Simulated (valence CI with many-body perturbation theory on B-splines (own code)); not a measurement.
From CI to CI+MBPT in Er³⁴⁺

Calculated by relativistic CI+MBPT: six valence electrons over a frozen Dirac-Fock core [Ar] 3d10, a basis of 9 s, 9 p, 8 d, 6 f, 3 g, 1 h functions for each j, with the one-electron correlation potential Σ1 (screened to all orders), the two-electron term Σ2, the three-electron term Σ3, Breit, model QED; selected single and double excitations, second order for the rest, scaled by the run's own slope (own B-spline code, finite nucleus).

No measured spectrum was set against this ion. As an estimate, large intervals hold to a few tenths of a per cent, small ones and those within an open d or f shell to about a per cent. Among the levels kept, up to 650 cm⁻¹ of a level comes from second order outside the variational space, and about a tenth of that is noise between levels of different J, which matters for small intervals.

Each rung adds one term. CI alone is the Dirac-Coulomb CI over the frozen core; QED comes last and gives the full result, which names the levels. Energies are above (4s^2 4p1/2^2 4p3/2^2) J=2 on the same rung, in cm⁻¹.

Levels are named by their leading jj configuration (3d3/2^4 stands for four electrons in 3d with j = 3/2), which in mixed levels can hold well under half, so a name can repeat and another be missing. Letters in brackets count levels of one name in rising energy.

```tsv
Level	CI alone	Σ1	Σ2	Σ3	Breit	QED	Full
(4s^2 4p1/2^2 4p3/2^2) J=0	62696	+27	-956	-278	+277	-17	61750
(4s^2 4p1/2 4p3/2^3) J=1	465703	+1626	+1531	+86	-5434	+631	464142
(4s^2 4p1/2 4p3/2^3) J=2	498926	+1634	+1041	-60	-5687	+625	496480
(4s^2 4p3/2^4) J=0	990638	+3257	+2141	-126	-10830	+1225	986305
(4s^2 4p1/2^2 4p3/2 4d3/2) J=2	1064950	-1129	-797	+539	-2114	-1438	1060010
(4s^2 4p1/2^2 4p3/2 4d3/2) J=1	1076640	-1060	-862	+542	-2071	-1628	1071560
(4s^2 4p1/2^2 4p3/2 4d3/2) J=0	1089870	-1321	-1501	+480	-2009	-1134	1084390
(4s^2 4p1/2^2 4p3/2 4d3/2) J=3	1095360	-1291	-1434	+407	-2705	-999	1089340
(4s 4p1/2^2 4p3/2^3) J=2	1117260	+208	+754	+682	-2386	-3694	1112830
(4s^2 4p1/2^2 4p3/2 4d5/2) J=4	1184660	-716	-1641	+504	-4931	-746	1177130
(4s 4p1/2^2 4p3/2^3) J=1	1246460	+381	-2971	+310	-2455	-3773	1237950
(4s^2 4p1/2^2 4p3/2 4d5/2) J=2	1259960	-137	-4072	+253	-3752	-2271	1249980
(4s^2 4p1/2^2 4p3/2 4d5/2) J=3	1279020	-680	-5075	+92	-4855	-755	1267740
(4s^2 4p1/2^2 4p3/2 4d5/2) J=1	1331080	-282	-5253	-192	-3868	-1809	1319670
(4s^2 4p1/2 4p3/2^2 4d3/2) J=0	1497740	+522	+1315	+778	-7523	-1077	1491760
(4s^2 4p1/2 4p3/2^2 4d3/2) J=1 [a]	1502990	+351	+549	+746	-7594	-710	1496330
(4s^2 4p1/2 4p3/2^2 4d3/2) J=2 [a]	1507200	+260	+456	+752	-7921	-386	1500360
(4s^2 4p1/2 4p3/2^2 4d3/2) J=3 [a]	1532570	+297	+197	+639	-8377	-371	1524960
(4s^2 4p1/2 4p3/2^2 4d3/2) J=4	1565830	+287	-119	+419	-8608	-380	1557430
(4s^2 4p1/2 4p3/2^2 4d5/2) J=0 [a]	1584930	+1662	+2312	+782	-8188	-2666	1578830
(4s^2 4p1/2 4p3/2^2 4d3/2) J=2 [b]	1603080	+314	-1072	+274	-8043	-408	1594140
(4s^2 4p1/2 4p3/2^2 4d5/2) J=1 [a]	1605770	+1464	+1167	+712	-8849	-1911	1598350
(4s^2 4p1/2 4p3/2^2 4d5/2) J=3 [a]	1607250	+863	+220	+803	-10218	-123	1598800
(4s^2 4p1/2 4p3/2^2 4d5/2) J=4 [a]	1614410	+858	+222	+695	-10263	-121	1605800
(4s^2 4p1/2 4p3/2^2 4d5/2) J=4 [b]	1654160	+885	-149	+543	-10715	-121	1644600
(4s^2 4p1/2 4p3/2^2 4d5/2) J=5	1666780	+895	-142	+437	-10955	-219	1656800
(4s^2 4p1/2 4p3/2^2 4d3/2) J=1 [b]	1675500	+551	-7532	+50	-7682	-964	1659920
(4s^2 4p1/2 4p3/2^2 4d3/2) J=2 [c]	1679060	+400	-8073	-57	-7810	-677	1662850
(4s^2 4p1/2 4p3/2^2 4d3/2) J=3 [b]	1685480	+297	-8060	-189	-8167	-397	1668970
(4s^2 4p1/2 4p3/2^2 4d5/2) J=2 [a]	1721780	+906	-1171	+155	-9934	-132	1711600
(4s^2 4p1/2 4p3/2^2 4d3/2) J=1 [c]	1734330	+582	-7972	-266	-8117	-735	1717830
```

The middle columns are the shifts that each term adds.

Problem. How does the ionisation energy move along the ladder, and which term matters most?

Solution. CI alone 1469.5, + Σ1 1471.0, + Σ2 1471.3, + Σ3 1470.8, + Breit 1469.9, + QED 1469.8 eV. The largest step is Σ1, 1.4 eV. NIST lists 1468 ± 5 eV (theoretical).
